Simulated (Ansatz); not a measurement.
Geometry optimisation, Ansatz, RKS LDA/6-31G*.

input.yaml

```yaml
crystal:
  periodic: [false, false, false]
  atoms:
    - { symbol: B, position_ang: [0.274941, 0.455818, -0.318013] }
    - { symbol: H, position_ang: [-0.628566, -0.095882, 1.831296] }
    - { symbol: O, position_ang: [1.466659, -0.065015, -0.678458] }
    - { symbol: H, position_ang: [1.365763, -0.976271, -1.034227] }
    - { symbol: F, position_ang: [-0.824491, -0.279327, -0.515739] }
    - { symbol: Si, position_ang: [0.196357, 2.247155, 0.498841] }
    - { symbol: H, position_ang: [1.112531, 2.30368, 1.690038] }
    - { symbol: H, position_ang: [0.629004, 3.335429, -0.447091] }
    - { symbol: H, position_ang: [-1.191199, 2.571291, 0.972382] }
    - { symbol: H, position_ang: [-0.292, 0.339522, 2.295872] }
basis:
  gaussian: { orbitals: "6-31G*" }
hamiltonian:
  xc: lda
relax:
  f_tol: 0.03
  max_steps: 50
output:
  orbitals: {}
```

Command:

```bash
$ ansatz run input.yaml --threads 1 --pin off --max-ram 2048MiB --backend cpu --events-out ev --progress --plain --runs-dir out
```

Q: Where does it end, and by what steps?

A: The run converged. The force dipped under the threshold on the way, but the program's further checks kept it going. After 28 steps the energy has fallen by 0.149 eV; F5 moved furthest, 1.17 Å.

| step | energy less start (eV) | largest force component (eV/Å) | accepted |
| --- | --- | --- | --- |
| 0 | 0.0000 | 1.283 | yes |
| 1 | -0.0957 | 0.451 | yes |
| 2 | -0.1086 | 0.279 | yes |
| 3 | -0.1120 | 0.199 | yes |
| 4 | -0.1172 | 0.138 | yes |
| 5 | -0.1200 | 0.289 | yes |
| 6 | -0.1243 | 0.213 | yes |
| 7 | -0.1293 | 0.137 | yes |
| 8 | -0.1292 | 0.326 | no |
| 9 | -0.1317 | 0.077 | yes |
| 10 | -0.1357 | 0.021 | yes |
| 11 | -0.1357 | 0.340 | no |
| 12 | -0.1380 | 0.055 | yes |
| 13 | -0.1397 | 0.120 | yes |
| 14 | -0.1408 | 0.197 | yes |
| 15 | -0.1424 | 0.145 | yes |
| 16 | -0.1431 | 0.189 | yes |
| 17 | -0.1452 | 0.145 | yes |
| 18 | -0.1465 | 0.072 | yes |
| 19 | -0.1474 | 0.013 | yes |
| 20 | -0.1462 | 0.241 | no |
| 21 | -0.1480 | 0.044 | yes |
| 22 | -0.1481 | 0.093 | yes |
| 23 | -0.1484 | 0.037 | yes |
| 24 | -0.1484 | 0.037 | yes |
| 25 | -0.1486 | 0.046 | yes |
| 26 | -0.1488 | 0.014 | yes |
| 27 | -0.1489 | 0.045 | yes |
| 28 | -0.1490 | 0.023 | yes |

```xyz
10
Properties=species:S:1:pos:R:3
B 0.520 0.388 -0.331
H -0.859 -0.029 2.198
O 1.240 0.213 -1.457
H 1.265 -0.734 -1.722
F -0.037 -0.683 0.247
Si 0.312 2.230 0.461
H 0.999 2.305 1.797
H 0.903 3.281 -0.432
H -1.137 2.554 0.690
H -1.095 0.312 2.844
```

Whether the end is a true minimum wasn't checked by a vibrational analysis.

Run time: 44 s on 1 thread of Arm Neoverse V2, with other jobs on the host, peak memory 0.14 GiB.
